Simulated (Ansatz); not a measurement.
Basis-set extrapolation for C₆H₁₅N (`CCCNCCC`) (PBE0-D4/def2-TZVP geometry, frozen core, Ansatz 0.2.0). Multiplicity 1, RHF reference.

```tsv
	def2-TZVPP	def2-QZVPP
HF	-290.495220	-290.509146
MP2 correlation	-1.273047	-1.353482
CCSD(T) correlation	-1.400970	not run
```

Energies in hartree. Use E(X) = E(∞) + A·exp(−7.88·√X) for Hartree–Fock and E(X) = E(∞) + B·X^(−2.97) for correlation, with X = 3 and 4, and add CCSD(T) minus MP2 of the smaller set to the MP2 limit.

Q: What is the CCSD(T) energy at the basis-set limit?

A: HF limit: -290.509146 + (-0.013926) × 0.13774 = -290.51106. MP2 limit: -1.353482 + (-0.080435) × 0.74074 = -1.41306. Higher-order term: -1.400970 − (-1.273047) = -0.12792. Total: -292.05204 hartree, 97.8 kcal/mol below CCSD(T)/def2-TZVPP.
